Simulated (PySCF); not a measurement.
# Diatomic anions of F with group 15

MP2 with double-zeta basis sets in PySCF, for the lowest determinant that a PBE0 search found; no spin–orbit coupling. De refers to high-spin ground-configuration atoms (the charge goes to the atom of lower measured ionisation energy or higher electron affinity, which is not always the lowest computed limit).

```
 M                       basis  reference, frozen orbitals  charged atom  state (unpaired electrons)  Re (Å)  ωe (cm⁻¹)  De (eV)
As  aug-cc-pVDZ-PP/aug-cc-pVDZ                      UHF, 5            F−               doublet (π ↑)   1.877        530     1.16
Bi  aug-cc-pVDZ-PP/aug-cc-pVDZ                      UHF, 5            F−               doublet (π ↑)   2.141        447     1.13
```

**Question.** The row for M = Sb is missing. Estimate Re, ωe and De as the mean of the rows for As and Bi, and compare with the calculation.

**Answer.** The means are 2.009 Å, 488 cm⁻¹ and 1.15 eV. UHF-MP2 in aug-cc-pVDZ-PP/aug-cc-pVDZ gives SbF⁻ as a doublet (π ↑) with Re = 2.040 Å, ωe = 488 cm⁻¹, De = 1.34 eV, so the estimate is off by -3.1 pm, +0 % and -0.20 eV.

Correlated steps freeze 5 core orbitals. Correlated levels converge slowly with the basis: in double zeta they bind strong bonds too weakly, by up to about 1 eV, and carry superposition errors of some tenths. Spin–orbit coupling is left out, which matters for elements this heavy, above all for dissociation energies. For an ion De counts to the pair picked by the measured ionisation energies or electron affinities, which need not be the lowest pair at this level. States were picked by a PBE0 search and need not be the measured ground states.
